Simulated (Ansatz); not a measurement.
Total energies of In7P7H20, a nanocrystal cut from zinc blende InP (hydrogen-capped) from Ansatz at PBE0-D4/def2-TZVP, gas phase (1 Eh = 27.2114 eV = 2625.5 kJ/mol). The reference geometry is relaxed at PBE-D4/def2-SVP.

```xyz
34

In   -3.595    1.995   -0.177
In    1.974   -3.427   -1.558
In   -1.648   -1.693    0.907
In   -0.164    0.680   -2.436
In    0.314    4.100    0.147
In    2.182    0.369    1.226
In   -1.195    1.674    3.562
P     1.115   -1.582   -3.162
P    -2.143   -0.105   -1.028
P    -1.695    2.941    1.339
P    -0.205   -3.696   -0.182
P     3.203   -1.861    0.102
P     0.017   -0.395    2.341
P     1.380    1.792   -0.735
H    -4.848    1.263    0.787
H    -3.785    2.970   -1.608
H     2.779   -4.823   -2.193
H    -2.957   -2.538    1.674
H    -0.457    1.459   -3.960
H    -0.209    4.894   -1.313
H     1.477    4.670    1.312
H     3.495    0.935    2.210
H    -2.649    0.972    4.214
H     0.098    2.449    4.435
H     0.353   -2.272   -4.160
H     2.232   -1.259   -4.000
H    -2.944   -0.877   -1.932
H    -2.363    4.099    1.866
H    -1.055   -4.533   -0.976
H     0.099   -4.673    0.821
H     3.719   -2.724    1.123
H     4.461   -1.565   -0.516
H     0.439   -1.332    3.342
H     2.572    2.092   -1.473
```

```json
{"state": "charge 0 singlet", "geometry": "reference", "energy (Eh)": "-3731.89327"}
{"state": "charge 1 doublet", "geometry": "reference", "energy (Eh)": "-3731.60198"}
{"state": "charge -1 doublet", "geometry": "reference", "energy (Eh)": "-3731.91582"}
{"state": "free In atom (doublet)", "geometry": "–", "energy (Eh)": "-190.11398"}
{"state": "free P atom (quartet)", "geometry": "–", "energy (Eh)": "-341.13505"}
{"state": "free H atom (doublet)", "geometry": "–", "energy (Eh)": "-0.50104"}
```

In the def2 sets In takes a core potential; there is no spin–orbit coupling. Single mean-field runs in def2-TZVP are fitted with def2-universal-jkfit.

Problem. Work out the vertical ionisation energy to the doublet.

Solution. E(charge 1 doublet) − E(charge 0 singlet) = -3731.60198 − (-3731.89327) = 0.29129 Eh = 7.93 eV. For comparison, −ε of the highest occupied level is 6.69 eV at this level, 1.24 eV less.

Problem. Work out the vertical electron affinity, to the doublet.

Solution. E(charge 0 singlet) − E(charge -1 doublet) = -3731.89327 − (-3731.91582) = 0.02255 Eh = 0.61 eV. The basis lacks diffuse functions, which makes affinities too small.

Problem. Give the fundamental gap IE − EA, the Mulliken electronegativity (IE + EA)/2 and the hardness (IE − EA)/2.

Solution. From the values in Eh: IE − EA = 0.29129 − 0.02255 = 0.26874 Eh = 7.31 eV; (IE + EA)/2 = 4.27 eV; (IE − EA)/2 = 3.66 eV. The HOMO–LUMO gap of the same run is 5.15 eV, 2.16 eV smaller than the fundamental gap.

Problem. What is the binding energy per atom against free atoms?

Solution. Atoms: 7 × (-190.11398) + 7 × (-341.13505) + 20 × (-0.50104) = -3728.76401 Eh. Binding: -3728.76401 − (-3731.89327) = 3.12926 Eh = 85.15 eV, or 2.50 eV for each of 34 atoms (no zero-point energy, no counterpoise term).

At PBE0-D4/def2-TZVP the highest occupied level of the charge -1 doublet lies above zero (up to 0.44 eV). By energy differences its removal costs 0.61 eV (vertical, to the charge 0 singlet, at PBE0-D4/def2-TZVP); self-interaction error and the lack of diffuse functions both raise the level.
